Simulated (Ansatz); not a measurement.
Input for Ansatz (a quantum-chemistry and plane-wave program): U-wB97X-V/cc-pV(T+d)Z on FHSi (SMILES F[SiH]), a point of a bond scan (R = 3.726 Å). Files ending in .json are basis or fitting sets from the Basis Set Exchange.

Ansatz 0.2 input:
```yaml
crystal:
  periodic: [false, false, false]
  atoms:
    - {symbol: Si, position_ang: [-0.20727404, -0.34538525, 0.44957300]}
    - {symbol: H, position_ang: [-1.00310898, -1.19489806, -0.55576776]}
    - {symbol: F, position_ang: [1.26738678, 1.99007534, -2.05088766]}
basis:
  gaussian:
    orbitals: cc-pV_T+d_Z.json
hamiltonian:
  xc: {name: wB97X-V}
magnetization: {spin_polarized: true, initial_magnetization: 0}
```

Output:

```
WARN ansatz: RAYON_NUM_THREADS=1 ignored (pool sized by the plan → 1); use --threads N
Functional definition: wB97X-V
integrals: 0.02 GiB planned
523 factors; their error is unknown
integrals: 0.05 GiB planned
100 factors; integrals over basis functions are off by at most 8.2e-5 eV
mean field: 0.30 GiB planned
mean field evaluation 1: about -10597.5758 eV, gradient 3.6e1 eV
mean field evaluation 2: about -10258.7911 eV, gradient 1.2e2 eV
mean field evaluation 4: about -10601.8607 eV, gradient 1.0e1 eV
mean field evaluation 8: about -10603.1016 eV, gradient 2.8e-1 eV
mean field evaluation 16: about -10603.1358 eV, gradient 2.3e-3 eV
mean field evaluation 32: about -10603.7687 eV, gradient 2.4e-2 eV
mean field evaluation 64: about -10603.3877 eV, gradient 5.6e0 eV
mean field -10603.76865921 eV, -389.6813107336 hartree, gradient 1.3e-6 eV, S^2 0.732889; 7 other end points of the search recorded, 0 dependent functions left out
reference -10603.76865865 eV, -389.6813107127 hartree; 12, 12 occupied and 71, 71 virtual orbitals, 523 factors
Total energy: -10603.76865865 eV, -389.6813107127 hartree
```

Self-consistency was reached. Its determinant has ⟨S²⟩ = 0.73, a mixture of spin states.

Cost: about 24 core-seconds (a rough figure).
